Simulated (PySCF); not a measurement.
H$_{4}$O$_{4}$P (SMILES O=P(O)(O)[OH2+]), charge +1, singlet, at a GFN2-xTB geometry; DF-HF/def2-TZVPD (PySCF).

Input for PySCF:
```python
from pyscf import gto, scf

mol = gto.M(
    atom='''
O     0.35340302    1.40601937   -0.68702545
P    -0.14892471    0.22206164   -0.05069727
O    -0.43612894    0.14285940    1.46560672
O    -1.14891758   -0.74359101   -0.70983484
O     1.29229882   -0.97642049   -0.05329354
H    -0.39084752    0.98346028    1.92529065
H    -1.32370569   -0.58065029   -1.63908503
H     2.17992160   -0.58838213   -0.15370842
H     1.28325968   -1.77629082    0.50433873
''',
    basis='def2-tzvpd',
    charge=1,
    verbose=4,
)

mf = scf.RHF(mol)
mf = mf.density_fit(auxbasis='def2-universal-jkfit')
mf.kernel()
mf.analyze()
```

Task: Write the output that PySCF gives for this input, abridged.

Result: 
```
PySCF version 2.14.0

[INPUT] verbose = 4
[INPUT] num. atoms = 9
[INPUT] num. electrons = 50
[INPUT] charge = 1
[INPUT] spin (= nelec alpha-beta = 2S) = 0
[INPUT] symmetry False subgroup None
[INPUT] Mole.unit = angstrom
[INPUT] Symbol           X                Y                Z      unit          X                Y                Z       unit  Magmom
[...]
nuclear repulsion = 288.579104742631
number of shells = 91
number of NR pGTOs = 333
number of NR cGTOs = 239
basis = def2-tzvpd
ecp = {}

******** <class 'pyscf.df.df_jk.DFRHF'> ********
method = DFRHF
initial guess = minao
damping factor = 0
level_shift factor = 0
DIIS = <class 'pyscf.scf.diis.CDIIS'>
diis_start_cycle = 1
diis_space = 8
diis_damp = 0
SCF conv_tol = 1e-09
SCF conv_tol_grad = None
SCF max_cycles = 50
direct_scf = False
Set gradient conv threshold to 3.16228e-05
Initial guess from minao.
******** <class 'pyscf.df.df.DF'> ********
auxbasis = def2-universal-jkfit
init E= -643.897087148551
[...]
cycle= 1 E= -642.343918132191  delta_E= 1.55  |g|= 0.908  |ddm|= 2.36
[...]
cycle= 2 E= -642.453416822797  delta_E= -0.109  |g|= 0.586  |ddm|= 1.01
[...]
cycle= 3 E= -642.510864617929  delta_E= -0.0574  |g|= 0.092  |ddm|= 0.419
[...]
cycle= 4 E= -642.512556773838  delta_E= -0.00169  |g|= 0.0281  |ddm|= 0.0821
[...]
cycle= 5 E= -642.512723455887  delta_E= -0.000167  |g|= 0.00777  |ddm|= 0.0245
[...]
cycle= 6 E= -642.512739340195  delta_E= -1.59e-05  |g|= 0.00193  |ddm|= 0.00714
[...]
cycle= 7 E= -642.512741208284  delta_E= -1.87e-06  |g|= 0.000628  |ddm|= 0.00332
[...]
cycle= 8 E= -642.512741388757  delta_E= -1.8e-07  |g|= 0.000243  |ddm|= 0.000896
[...]
cycle= 9 E= -642.512741418418  delta_E= -2.97e-08  |g|= 8.06e-05  |ddm|= 0.000405
[...]
cycle= 10 E= -642.5127414216  delta_E= -3.18e-09  |g|= 2.56e-05  |ddm|= 0.000119
[...]
cycle= 11 E= -642.512741422051  delta_E= -4.51e-10  |g|= 7.52e-06  |ddm|= 4.65e-05
[...]
Extra cycle  E= -642.512741422083  delta_E= -3.26e-11  |g|= 3.82e-06  |ddm|= 8.35e-06
converged SCF energy = -642.512741422083
**** SCF Summaries ****
Total Energy =                        -642.512741422083423
Nuclear Repulsion Energy =             288.579104742631444
One-electron Energy =                -1450.381178595506526
Two-electron Energy =                  519.289332430791660
Two-electron Coulomb Energy =          576.323801945076184
DFT Exchange-Correlation Energy =      -57.034469514284524
HOMO-LUMO gap [eV] =                    15.895747588123479
**** MO energy ****
[...]
 ** Mulliken pop on meta-lowdin orthogonal AOs  **
 ** Mulliken pop  **
 ** Mulliken atomic charges  **
charge of    0O =     -0.82432
charge of    1P =      2.08553
charge of    2O =     -0.70911
charge of    3O =     -0.70098
charge of    4O =     -0.56263
charge of    5H =      0.42195
charge of    6H =      0.42172
charge of    7H =      0.43549
charge of    8H =      0.43235

WARN: System has nonzero charge 1; the dipole moment is origin-dependent.
Location of origin: [0. 0. 0.]

Dipole moment(X, Y, Z, Debye):  2.49556, -3.15531,  1.26004
```
